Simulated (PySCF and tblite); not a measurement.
Values are calculated unless marked as measured or tabulated.
System: C3H6N2OSi, numbered as in [SiH3:1][NH:2][c:3]1[cH:4][cH:5][n:6][o:7]1.

Motion: rotation about the C3–N2 bond (torsion C4–C3–N2–Si1 from -179° to 0°, rising). GFN2-xTB gives an electronic barrier of 7.7 kcal/mol and a reaction energy of 0.0 kcal/mol.

Q: What does revPBE/pcSseg-1 + D3(BJ) give on GFN2-xTB geometries?

A: A barrier of 5.0 kcal/mol, 2.6 below the tight-binding barrier (from unrounded values), a reaction energy of -0.5 kcal/mol and, with GFN2-xTB thermal terms, ΔG‡(298 K) = 5.1 kcal/mol and k = 2.3×10⁹ s⁻¹ (2 equivalent paths).

Programs: tblite and PySCF.
